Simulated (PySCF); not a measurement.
First hyperpolarisability: SMILES [PH2][GeH2][CH2][NH][GeH3], CH₁₀Ge₂NP

Molfile (atoms numbered from 1):
```
CH10Ge2NP
     RDKit          3D

 15 14  0  0  0  0  0  0  0  0999 V2000
   -2.2089   -0.7920    1.0869 P   0  0  0  0  0  0  0  0  0  0  0  0
   -1.3565    0.8117   -0.3302 Ge  0  0  0  0  0  4  0  0  0  0  0  0
    0.1072   -0.0176   -1.4274 C   0  0  0  0  0  0  0  0  0  0  0  0
    1.0526   -0.8134   -0.6775 N   0  0  0  0  0  0  0  0  0  0  0  0
    2.4253   -0.0451    0.2154 Ge  0  0  0  0  0  4  0  0  0  0  0  0
   -3.3709   -0.0783    1.3400 H   0  0  0  0  0  0  0  0  0  0  0  0
   -2.7981   -1.4946    0.0426 H   0  0  0  0  0  0  0  0  0  0  0  0
   -0.8098    1.9482    0.5126 H   0  0  0  0  0  0  0  0  0  0  0  0
   -2.3757    1.4886   -1.2349 H   0  0  0  0  0  0  0  0  0  0  0  0
    0.6602    0.7704   -1.9422 H   0  0  0  0  0  0  0  0  0  0  0  0
   -0.3590   -0.6422   -2.2002 H   0  0  0  0  0  0  0  0  0  0  0  0
    0.5813   -1.5607   -0.1817 H   0  0  0  0  0  0  0  0  0  0  0  0
    3.2532   -1.1869    0.7014 H   0  0  0  0  0  0  0  0  0  0  0  0
    3.1434    0.7752   -0.8068 H   0  0  0  0  0  0  0  0  0  0  0  0
    2.0512    0.8447    1.3745 H   0  0  0  0  0  0  0  0  0  0  0  0
  1  2  1  0
  2  3  1  0
  3  4  1  0
  4  5  1  0
  1  6  1  0
  1  7  1  0
  2  8  1  0
  2  9  1  0
  3 10  1  0
  3 11  1  0
  4 12  1  0
  5 13  1  0
  5 14  1  0
  5 15  1  0
M  END
```

Computed with PySCF, quadratic response wB97X/cc-pVDZ first hyperpolarisability, Taylor convention, gas phase. Geometry: GFN2-xTB.

The calculation is non-relativistic, which matters for the atoms heavier than Zn.

**Question.** Give β for the processes computed.

**Answer.** In 10⁻³⁰ esu, Taylor convention; the vector part is βᵢ = ⅓ Σⱼ (βᵢⱼⱼ + βⱼᵢⱼ + βⱼⱼᵢ); β∥ is 3/5 of the vector part along the dipole, the dipole points from − to +:
```
                   process  λ (nm)  β vector norm     β∥  β HRS  depolarisation ratio
           static β(0;0,0)       ∞           2.50  -0.80   1.04                  4.94
second harmonic β(−2ω;ω,ω)    1550           2.64  -0.85   1.10                  4.95
         Pockels β(−ω;ω,0)    1550           2.54  -0.82      –                     –
second harmonic β(−2ω;ω,ω)     532           4.36  -1.43   1.84                  4.97
         Pockels β(−ω;ω,0)     532           2.93  -0.95      –                     –
         Pockels β(−ω;ω,0)     405           3.34  -1.10      –                     –
         Pockels β(−ω;ω,0)     300           4.49  -1.48      –                     –
```

Second harmonics within 0.3 eV of the first excitation or beyond it are left out.

**Question.** Which lowest excitations, dipole and polarisabilities go with it?

**Answer.** S1 5.79 eV (f = 0.007); S2 6.76 eV (f = 0.008); S3 6.90 eV (f = 0.002); dipole 0.80 D; isotropic α 95.2 au static, 95.6 au at 1550 nm, 97.0 au at 775 nm, 99.1 au at 532 nm, 102.3 au at 405 nm, 109.7 au at 300 nm, 115.0 au at 266 nm.
